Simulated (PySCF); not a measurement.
A PySCF script (with the pyscf-properties extension) for the NMR shieldings of `c1cc(C[SiH3])cc(O[SiH3])c1`, C$_{7}$H$_{12}$OSi$_{2}$, on a GFN2-xTB geometry:

```python
import basis_set_exchange as bse
import numpy as np
from pyscf import gto, dft
from pyscf.prop import nmr

atoms = """
Si    3.115325    1.514438    0.378149
C     2.459548    0.247300   -0.892715
C     1.127059   -0.269719   -0.469754
C     1.026092   -1.378057    0.364818
C    -0.211427   -1.835893    0.775826
C    -1.369461   -1.198207    0.368985
C    -1.283034   -0.086542   -0.458740
O    -2.373591    0.582241   -0.891832
Si   -3.973135    0.358709   -0.730198
C    -0.036566    0.371558   -0.869711
H     3.245081    0.863778    1.682257
H     2.178734    2.633993    0.466086
H     4.426062    1.987754   -0.074698
H     3.168329   -0.576276   -0.981807
H     2.384180    0.723178   -1.870465
H     1.924133   -1.884136    0.688203
H    -0.278702   -2.700965    1.419181
H    -2.340088   -1.549857    0.684134
H    -4.383846    0.436195    0.674009
H    -4.381660   -0.940062   -1.270996
H    -4.441655    1.482806   -1.523634
H     0.008209    1.237150   -1.514247
"""
names = dict.fromkeys(["Si", "C", "O", "H"], "pcSseg-1")
basis = {el: gto.basis.parse(bse.get_basis(n, elements=[el], fmt="nwchem")) for el, n in names.items()}
mol = gto.M(atom=atoms, basis=basis, charge=0, verbose=0)
mf = dft.RKS(mol, xc="PBE0")
mf.grids.level = 2
mf.grids.alignment = dft.numint.BLKSIZE   # the property module wants whole blocks of grid points
mf.conv_tol = 1e-9
mf.kernel()

calc = nmr.RKS(mf)   # GIAO
C = mf.mo_coeff
Co = C[:, mf.mo_occ > 0]
resp = mf.gen_response(singlet=True, hermi=2)
def vind(x):   # induced exchange potential for any number of trial vectors
    d = np.einsum("pi,xij,qj->xpq", C, 2 * x.reshape(-1, C.shape[1], Co.shape[1]), Co, optimize=True)
    return np.einsum("xpq,pi,qj->xij", resp(d - d.transpose(0, 2, 1)), C, Co, optimize=True).ravel()
mo1, _ = nmr.rhf.solve_mo1(calc, with_cphf=vind)
sigma = calc.kernel(mo1)
for i, s in enumerate(sigma):   # ppm
    w = np.linalg.eigvalsh((s + s.T) / 2)
    print("%2d %-2s iso %8.1f  s11 %8.1f  s22 %8.1f  s33 %8.1f" % (i, mol.atom_pure_symbol(i), w.mean(), *w))
```

Task: What does it print?

Result: 
```
 0 Si iso    411.6  s11    372.3  s22    398.1  s33    464.4
 1 C  iso    165.5  s11    143.1  s22    158.9  s33    194.6
 2 C  iso     38.3  s11    -58.6  s22      2.3  s33    171.3
 3 C  iso     61.3  s11    -38.8  s22     56.6  s33    166.0
 4 C  iso     52.1  s11    -56.5  s22     38.4  s33    174.3
 5 C  iso     72.1  s11    -13.5  s22     60.5  s33    169.3
 6 C  iso     24.3  s11    -69.5  s22     26.9  s33    115.6
 7 O  iso    244.0  s11    162.3  s22    257.0  s33    312.8
 8 Si iso    393.9  s11    354.6  s22    360.3  s33    466.7
 9 C  iso     62.6  s11    -20.7  s22     57.8  s33    150.6
10 H  iso     27.9  s11     24.1  s22     27.2  s33     32.4
11 H  iso     27.9  s11     24.0  s22     27.5  s33     32.3
12 H  iso     27.6  s11     24.5  s22     24.5  s33     33.6
13 H  iso     29.4  s11     24.8  s22     28.3  s33     35.1
14 H  iso     29.4  s11     24.7  s22     28.8  s33     34.8
15 H  iso     24.7  s11     21.2  s22     23.9  s33     29.0
16 H  iso     24.3  s11     20.8  s22     25.0  s33     27.0
17 H  iso     25.1  s11     21.2  s22     25.4  s33     28.9
18 H  iso     26.5  s11     23.5  s22     24.7  s33     31.4
19 H  iso     26.6  s11     23.6  s22     24.7  s33     31.5
20 H  iso     26.7  s11     22.5  s22     25.6  s33     32.0
21 H  iso     24.7  s11     20.5  s22     23.0  s33     30.4
```

These numbers come from an equivalent density-fitted implementation of the same equations, which agrees with the script to about 0.01 ppm for H and up to a few tenths of a ppm for heavy atoms, so last digits may differ.

Task: Turn these shieldings into chemical shifts. Shifts are taken against calculated references (same method and geometry level): TMS for ²⁹Si (σref 349.16), ¹³C (σref 186.93), ¹H (σref 31.72); H2O for ¹⁷O (σref 336.08).

Result: Averaging equivalent atoms: Si 8: -44.7; Si 0: -62.5; C 6: 162.6; C 2: 148.6; C 4: 134.9; C 3: 125.6; C 9: 124.3; C 5: 114.9; C 1: 21.4; O 7: 92.1; H 16: 7.46; H 21: 7.06; H 15: 7.01; H 17: 6.57; H 18/19/20: 5.13; H 10/11/12: 3.92; H 13/14: 2.31 ppm. Experimental scales use liquid or dissolved standards, which lie at an offset from isolated H2O (liquid H2O: subtract about 36 ppm).

Size and cost of the density-fitted run: 244 basis functions, 58 s wall time on 1 thread of an Arm Neoverse V1, shared host; peak memory 1.1 GiB.
